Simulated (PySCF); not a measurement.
**From computed data to an observable: oscillator strength and radiative lifetime**

1,3-azasiletidine (C2H7NSi), SMILES C1NC[SiH2]1.

Coordinates come from a PBE-D3(BJ)/def2-SVP optimisation.

TDA-PBE/def2-SVPD in PySCF puts the first singlet state with f over 0.02 at 6.66 eV (vertical), with the transition dipole (-0.044, -0.475, 0.000) in atomic units.

**Question.** Find the oscillator strength, the wavelength and the radiative lifetime that this transition would have in vacuum if emission retraced absorption.

**Answer.** 
|μ|² = 0.2276 au, so |μ| = 1.21 D. ΔE = 6.66/27.211 = 0.2448 hartree. f = (2/3) ΔE |μ|² = 0.037 (the program prints 0.037).
λ = 1239.84/6.66 = 186 nm; ν = 53716 cm⁻¹.
Einstein's coefficient A = 0.6670 ν² f s⁻¹ (ν in cm⁻¹) = 7.1e7 s⁻¹, so τ = 1/A = 14 ns. This state is S6; the lower singlets have f = 0.001, 0.008, 0.002, 0.004, 0.009. The figure is the radiative limit of this one transition; relaxation, internal conversion, crossing to triplets and a medium change what is measured.
